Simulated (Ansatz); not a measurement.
Reaction (formal exchange of groups at a Te–Si bond): `[SiH3][SiH2][TeH]` + `FCS` → `FC(S)[TeH]` + disilane

Calculated with Ansatz (gas phase, PBE0-D4/def2-TZVP geometries, no zero-point term in ΔE). CBS: MP2 limit from def2 TZ/QZ plus the TZ coupled-cluster correction, frozen cores. DFT in def2-TZVPP. def2 core potentials past Kr. For Te outer-core shells are correlated without core-valence functions, which leaves a few kJ/mol of doubt a bond. One conformer a species, not always the lowest.

`[SiH3][SiH2][TeH]`:

Z-matrix (Å, degrees):
```
Si
Si 1 2.337
H 1 1.487 2 109.8
H 1 1.487 2 110.0 3 120.1
H 1 1.487 2 109.8 3 -119.8
Te 2 2.500 1 106.5 3 60.0
H 2 1.487 1 110.6 3 -59.9
H 2 1.487 1 110.7 3 -180.0
H 6 1.658 2 92.2 1 -179.9
```

`FCS`:

Z-matrix (Å, degrees):
```
C
S 1 1.789
F 1 1.375 2 113.1
H 1 1.090 2 110.8 3 121.5
H 1 1.092 2 106.3 3 -118.9
H 2 1.342 1 96.6 3 -76.4
```

`FC(S)[TeH]`:

Cartesian coordinates in Å:
```
F 1.760 0.348 0.039
C 0.400 0.198 -0.088
S -0.077 -1.490 -0.393
Te -0.452 0.854 1.800
H 0.064 0.861 -0.884
H 0.304 -1.527 -1.687
H -1.999 0.757 1.213
```

`[SiH3][SiH3]`:

```xyz
8

Si   -1.087   -0.144    0.406
Si    1.087    0.144   -0.406
H    -1.155    0.232    1.843
H    -2.039    0.709   -0.355
H    -1.505   -1.565    0.265
H     2.039   -0.707    0.357
H     1.504    1.566   -0.269
H     1.156   -0.235   -1.843
```

CCSD(T)/CBS gives +109.9 kJ/mol.

(1) Another level gave +99.0 kJ/mol. Which?
A. BLYP-D4/def2-TZVPP
B. revPBE-D4/def2-TZVPP
C. HF/def2-TZVPP
D. r2SCANh/def2-TZVPP

Largest T1 diagnostic among the species: 0.013.

Answers

(1) A. BLYP-D4 99.0, r2SCANh 114.1, revPBE-D4 104.4, HF/def2-TZVPP 123.4 kJ/mol.

From BLYP to BHLYP (50 % exact exchange), in def2-TZVPP and without D4, ΔE moves by +14.5 kJ/mol. Leaving LDA and LC-ωPBE aside and taking each functional with its dispersion term where it has one, the values, not all of them listed here, spread over 19.4 kJ/mol, from BLYP-D4 to r2SCAN0-D4. LDA lies −3.2 kJ/mol from PBE without D4.
